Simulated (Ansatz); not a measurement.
The first iterations of a band of BH$_{4}$OSbTe (8 atoms, charge 0, multiplicity 1).

The calculation used RKS B3LYP-D4/def2-SVP in Ansatz.

```yaml
movable_images: 7
climbing_image: yes
spring: 5.0 eV/Å²
optimiser: quadratic models (default)
start_path: IDPP
force_threshold: 0.05 eV/Å
iteration_limit: 60
end_points: relaxed
```

Initial state:

```xyz
8
Properties=species:S:1:pos:R:3
B -0.620 0.999 -0.262
Sb 0.834 -0.550 -0.998
O 2.275 -0.137 0.343
Te -1.233 -0.955 1.012
H -1.533 1.263 -1.002
H -0.188 1.787 0.539
H 2.883 -0.887 0.406
H -2.326 -1.577 -0.095
```

Final state:

```xyz
8
Properties=species:S:1:pos:R:3
B -0.503 0.839 -0.235
Sb 0.834 -0.761 -1.098
O 2.393 -0.508 0.136
Te -1.188 -1.126 0.979
H -1.435 1.227 -0.891
H 0.021 1.554 0.588
H 2.307 0.342 0.595
H -2.337 -1.624 -0.130
```

| iteration | highest image above the first end (eV) | largest band force component (eV/Å) |
| --- | --- | --- |
| 1 | 0.623 | 1.751 |
| 2 | 0.563 | 0.857 |

Question: Does the band converge within its limit, and where does its top end?

Answer: The forces met the threshold. It ended after 8 iterations with the highest image 0.198 eV above the first end. A vibrational analysis at the climbing image gives one clearly imaginary mode, 410i cm⁻¹: a first-order saddle point.

Run time: 2.6 min on 2 threads of Intel(R) Xeon(R) Platinum 8488C (Sapphire Rapids), with other jobs on the host, peak memory 0.27 GiB.
